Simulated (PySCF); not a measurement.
## The first ionisation energy along the 4p block

All values are computed (PySCF 2.14, energy differences of UHF-based or UKS calculations, no spin-orbit coupling). Values in eV. The last column holds reference values (NIST; (s) semi-empirical, (t) theoretical, else measured). Unmarked ones compare directly (S terms, centres of terms, or small fine structure); those marked * lie between the lowest fine-structure levels and include a spin-orbit shift.

```json
{"element": "Ga (aug-cc-pwCVDZ-PP with ECP10MDF, ECP)", "configurations": "[Ar] 3d10 4s2 4p1 → [Ar] 3d10 4s2", "UHF": "5.525", "CCSD(T) (valence and next inner shell)": "5.789", "PBE0": "5.951", "r2SCAN": "6.079", "CCSD (valence)": "5.757", "CCSD(T) (valence)": "5.775", "reference": "5.931"}
{"element": "Ge (aug-cc-pwCVDZ-PP with ECP10MDF, ECP)", "configurations": "[Ar] 3d10 4s2 4p2 → [Ar] 3d10 4s2 4p1", "UHF": "7.409", "CCSD(T) (valence and next inner shell)": "7.756", "PBE0": "7.894", "r2SCAN": "8.030", "CCSD (valence)": "7.717", "CCSD(T) (valence)": "7.732", "reference": "7.925"}
{"element": "As (aug-cc-pwCVDZ-PP with ECP10MDF, ECP)", "configurations": "[Ar] 3d10 4s2 4p3 → [Ar] 3d10 4s2 4p2", "UHF": "9.425", "CCSD(T) (valence and next inner shell)": "9.811", "PBE0": "9.921", "r2SCAN": "10.082", "CCSD (valence)": "9.769", "CCSD(T) (valence)": "9.782", "reference": "10.008"}
{"element": "Se (aug-cc-pwCVDZ-PP with ECP10MDF, ECP)", "configurations": "[Ar] 3d10 4s2 4p4 → [Ar] 3d10 4s2 4p3", "UHF": "8.508", "CCSD(T) (valence and next inner shell)": "9.106", "PBE0": "9.580", "r2SCAN": "9.642", "CCSD (valence)": "n/a", "CCSD(T) (valence)": "n/a", "reference": "9.635"}
{"element": "Br (aug-cc-pwCVDZ-PP with ECP10MDF, ECP)", "configurations": "[Ar] 3d10 4s2 4p5 → [Ar] 3d10 4s2 4p4", "UHF": "10.741", "CCSD(T) (valence and next inner shell)": "11.428", "PBE0": "11.790", "r2SCAN": "11.865", "CCSD (valence)": "11.379", "CCSD(T) (valence)": "11.402", "reference": "11.844"}
{"element": "Kr (aug-cc-pwCVDZ-PP with ECP10MDF, ECP)", "configurations": "[Kr] → [Ar] 3d10 4s2 4p5", "UHF": "13.137", "CCSD(T) (valence and next inner shell)": "13.882", "PBE0": "14.116", "r2SCAN": "14.214", "CCSD (valence)": "13.839", "CCSD(T) (valence)": "13.862", "reference": "14.222"}
```

```tsv
method	elements	mean error (eV)	mean absolute error (eV)	largest error (eV)
UHF	6	-0.803	0.803	-1.127
CCSD(T) (valence and next inner shell)	6	-0.299	0.299	-0.529
PBE0	6	-0.052	0.059	-0.106
r2SCAN	6	0.058	0.060	0.148
CCSD (valence)	5	-0.294	0.294	-0.465
CCSD(T) (valence)	5	-0.275	0.275	-0.442
```

Errors include the incompleteness of the basis and the frozen core.

"Valence" correlates the outer s and p shells and, in groups 3 to 12 and the f block, the outer d or f shell, open or full, or the next shell where the ion has no valence electron left; the wider scheme adds the next inner shell.
